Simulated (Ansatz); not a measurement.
Reaction (formal exchange of groups at the Al–Se bond): `[AlH2][Se][SiH3]` + `F[SiH2]F` → `F[SiH](F)[AlH2]` + `[SiH3][SeH]`

Program: Ansatz. Geometries: PBE0-D4/def2-TZVP. ΔE: electronic, gas phase. CCSD(T)/CBS adds triple-zeta CCSD(T) − MP2 to the extrapolated MP2 energy (def2 sets, frozen cores). This one scheme is used for every species. DFT in def2-TZVPP. For Se outer-core shells are correlated without core-valence functions, which leaves a few kJ/mol of doubt a bond. Scalar relativity is left out up to krypton.

| species | BHLYP energy (Eh) |
| --- | --- |
| `[AlH2][Se][SiH3]` | -2936.53434 |
| `F[SiH2]F` | -490.54251 |
| `F[SiH](F)[AlH2]` | -733.55845 |
| `[SiH3][SeH]` | -2693.46157 |

Question: Work out ΔE.

Answer: ΔE = (-733.55845) + (-2693.46157) − (-2936.53434) − (-490.54251) = 0.05683 Eh = +149.2 kJ/mol. CCSD(T)/CBS gives +153.9 kJ/mol.

Question: What do rigid-rotor, harmonic-oscillator terms from PBE0-D4/def2-TZVP frequencies (298.15 K, 1 bar) make of the CCSD(T)/CBS value? (Estimate.)

Answer: Computed: ΔZPE = -6.0 kJ/mol, ΔH = +149.8 kJ/mol, ΔS = 22 J/(mol·K), ΔG = +143.1 kJ/mol. Modes under 50 cm⁻¹ make the entropy rough.

Largest T1 diagnostic among the species: 0.012.

The D4 term adds +3.5 kJ/mol with B3LYP and +1.9 kJ/mol with PBE0; it sums over pairs of atoms, weighted by their polarisabilities, and B3LYP, whose exchange is more repulsive, gets the larger term. From r2SCAN to r2SCAN0 (25 % exact exchange), in def2-TZVPP and without D4, ΔE moves by +3.7 kJ/mol.

B3LYP here is the variant with VWN-RPA as its local correlation; programs differ in this.
